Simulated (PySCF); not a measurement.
## C$_{4}$H$_{6}$Cl$_{2}$Si: full NMR table

* Formula: C4H6Cl2Si
* SMILES: Cl[SiH2]C1=C(Cl)CC1
* InChI: InChI=1S/C4H6Cl2Si/c5-3-1-2-4(3)7-6/h1-2,7H2
* Point group of the computed structure: Cs
* Degrees of unsaturation: 2
* Carbon signals: 4
* Proton signals: 3

Bonds (- single, = double, # triple, : aromatic): Cl1-Si2 2.020 Å, Si2-C3 1.869 Å, C3=C4 1.340 Å, C4-Cl5 1.703 Å, C4-C6 1.497 Å, C6-C7 1.548 Å, C7-C3 1.522 Å. Si2 carries H8, H9; C6 carries H10, H11; C7 carries H12, H13.

No solvent model, non-relativistic Hamiltonian, equivalent nuclei averaged, a single conformation. Shieldings: GIAO PBE0/pcSseg-1; geometry: GFN2-xTB; PySCF 2.14.0 with density-fitted response routines.

Referencing at the same level of theory: 1H (σref 31.72) and 13C (σref 186.93) and 29Si (σref 349.16) against TMS.

| carbon | δC, type | δH (multiplicity) | HMBC from (2–3 bonds) | span of the C tensor (ppm) |
| --- | --- | --- | --- | --- |
| C3 | 148.1, C | – | H8/H9, H10/H11, H12/H13 | 187 |
| C4 | 158.9, C | – | H8/H9, H10/H11, H12/H13 | 202 |
| C6 | 40.8, CH2 | 2.86 (m) | H12/H13 | 26 |
| C7 | 29.3, CH2 | 2.59 (m) | H8/H9, H10/H11 | 32 |

Other nuclei:
| atoms | nucleus | environment | δ (ppm) | σ (ppm) |
| --- | --- | --- | --- | --- |
| H8/H9 | 1H | hydrogen on a silicon bonded to C, Cl | 5.46 | 26.26 |
| Si2 | 29Si | silicon bonded to C, Cl, 2 H | -35.5 | 384.6 |

- Carbon types of the structure: 2 × C, 2 × CH2, leaving 2 H on heteroatoms.
- δC 158.9, 148.1: fully substituted alkene carbon; as expected for a trigonal carbon in a double bond.
- δC 40.8, 29.3: allylic sp3 CH2; aliphatic region, no heteroatom directly attached.
- δH 5.46: hydrogen on a silicon bonded to C, Cl.
- δH 2.86, 2.59: hydrogen on an allylic sp3 CH2; allylic position.

Carbons that carry Cl, above all several Cl atoms, come out too deshielded, partly because spin–orbit coupling is missing. Shifts are as computed. Against solution values, carbons near 30 ppm lie about +3 ppm off and those near 130 ppm about +5 ppm; carbons on Cl a further +6 ppm. Of 1211 compounds with measured shifts, 218 miss one by over three times the rms of a fit or turn the order of signals round; such compounds aren't used in these exercises. Multiplicities follow the n + 1 count of equivalent neighbours, as no J values were calculated; m marks all less simple cases, F and P coupling included.
